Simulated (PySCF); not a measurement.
H₃O₄Si, SMILES [O][Si](O)(O)O (connectivity only; charge and spin as stated), charge -1, multiplicity 1. Heavy atoms are numbered as in [O:1][Si:2]([OH:3])([OH:4])[OH:5]. Hydrogens are named by the atom that carries them.

Geometry: B3LYP-D3(BJ)/def2-SVPD. The spin state was assumed, not searched. The isomer is the one that the SMILES or the coordinates give; other isomers of the formula were not compared. Other conformers were not sampled.

These are PBE/pcSseg-1 (PySCF) values and carry that method's errors.

GIAO shieldings, no solvent; atoms alike by connectivity are averaged. δ = σ(ref) − σ: ¹⁷O against H2O (σ = 334.3 ppm); ²⁹Si against TMS (σ = 335.4 ppm); ¹H against TMS (σ = 31.49 ppm), references at their B3LYP-D3(BJ)/def2-TZVP geometries, non-relativistic.

Computed chemical shifts:
| nucleus | atoms | count | δ (ppm) |
|---|---|---|---|
| ¹⁷O | O1 | 1 | 121.9 |
| ¹⁷O | O3 (OH) | 3 | 64.3 |
| ²⁹Si | Si2 | 1 | -54.0 |
| ¹H | H on O3 | 3 | -0.26 |
